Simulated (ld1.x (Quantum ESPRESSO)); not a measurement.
## Before and after: ultrasoft potential for Sr (Z = 38)

ld1.x (Quantum ESPRESSO) 7.5 input, shortened:

```
&input
   title='Sr', zed=38., rel=1, dft='PZ', iswitch=3,
   config='[Kr] 4d0 5s2 5p0'
 /
 &inputp
   pseudotype=3, tm=.true., lloc=-1, rcloc=2.70,
   nlcc=.true., new_core_ps=.true.,
   which_augfun='PSQ', rmatch_augfun_nc=.true.
 /
6
4S  1  0   2.00   0.00  1.75  1.95  0.0
5S  2  0   2.00   0.00  1.75  1.95  0.0
4P  2  1   6.00   0.00  2.15  2.45  0.0
5P  3  1   0.00   0.00  2.15  2.45  0.0
4D  3  2   0.00   0.00  2.40  3.35  0.0
4D  3  2   0.00   0.45  2.40  3.35  0.0
 &test
   configts(1)='4s2 4p6 4d0 5s2 5p0'
 /
```

All-electron outer shells of the reference configuration (LDA (PZ), scalar-relativistic, ld1.x):

```json
{"shell": "3p", "level (eV)": "-255.74", "outermost node (bohr)": "0.19", "outermost maximum (bohr)": "0.43"}
{"shell": "3d", "level (eV)": "-128.23", "outermost node (bohr)": "–", "outermost maximum (bohr)": "0.38"}
{"shell": "4s", "level (eV)": "-40.91", "outermost node (bohr)": "0.59", "outermost maximum (bohr)": "1.19"}
{"shell": "4p", "level (eV)": "-22.85", "outermost node (bohr)": "0.61", "outermost maximum (bohr)": "1.32"}
{"shell": "5s", "level (eV)": "-3.64", "outermost node (bohr)": "1.65", "outermost maximum (bohr)": "3.62"}
{"shell": "4d", "level (eV)": "-1.41", "outermost node (bohr)": "0.65", "outermost maximum (bohr)": "2.14"}
{"shell": "5p", "level (eV)": "-1.32", "outermost node (bohr)": "1.96", "outermost maximum (bohr)": "4.83"}
```

Change: waves 4s (bound): rcut 1.50, rcutus 1.58 bohr; 5s (bound): rcut 1.50, rcutus 1.58 bohr.

Cutoffs: the cutoffs (Ry, on a coarse ladder) from which the occupation-weighted sum of valence levels, in a spherical-Bessel basis at the reference potential, stays within 10 and 1 mRy of its value at 400 Ry; they do not see the model core or the augmentation charge, which bear on the density cutoff. Errors are all-electron minus pseudo energies relative to the spin-unpolarised reference configuration.

**Question.** Predict the effect on cutoff, ghosts and configuration errors.

**Answer.** The potential gets neither clearly harder nor softer (15 Ry and 25 Ry → 15 Ry and 25 Ry); of the 9 tests that both files solve, the error grows in 1 and shrinks in 6 by more than 15 % and 0.3 meV (median size 4.3 → 0.7 meV); neither file shows a bound ghost.

| quantity | base | changed |
| --- | --- | --- |
| cutoff, loose | 15 Ry | 15 Ry |
| cutoff, tight | 25 Ry | 25 Ry |
| loose cutoff by channel (10 mRy a level) | s 10 Ry, p 10 Ry | s 12 Ry, p 10 Ry |
| bound ghosts | none | none |
| error for 4s2 4p6 4d0 5s1 5p0, meV [ΔE 6.06 eV] | -0.8 | -0.3 |
| error for 4s2 4p6 4d0 5s0 5p0, meV [ΔE 17.24 eV] | -6.4 | -0.7 |
| error for 4s2 4p6 4d0 5s1.5 5p0, meV [ΔE 2.41 eV] | -0.1 | -0.1 |
| error for 4s2 4p6 4d1 5s1 5p0, meV [ΔE 2.34 eV] | -4.3 | -1.1 |
| error for 4s2 4p6 4d0 5s1 5p1, meV [ΔE 2.39 eV] | -5.2 | -1.9 |
| error for 4s2 4p6 4d1 5s0 5p0, meV [ΔE 7.86 eV] | -11 | -1.5 |
| error for 4s2 4p5 4d0 5s2 5p0, meV [ΔE 28.38 eV] | -68 | -118 |
| error for 4s2 4p6 4d0 5s1 5p0 (spin-polarised), meV [ΔE 5.89 eV] | -0.9 | -0.1 |
| error for 4s2 4p6 4d0 5s1.5 5p0 (spin-polarised), meV [ΔE 2.38 eV] | -0.2 | 0.0 |
| s: phases at 3.65 bohr within 0.05 rad from the reference energy up to (Ry; the scan ends near 5) | 2.8 | 2.9 |
| p: phases at 3.65 bohr within 0.05 rad from the reference energy up to (Ry; the scan ends near 5) | 2.7 | 2.7 |
| d: phases at 3.65 bohr within 0.05 rad from the reference energy up to (Ry; the scan ends near 5) | 4.1 | 4.1 |
| lowest overlap eigenvalue by channel | s 0.22, p 0.15, d 0.91 | s 0.30, p 0.15, d 0.91 |
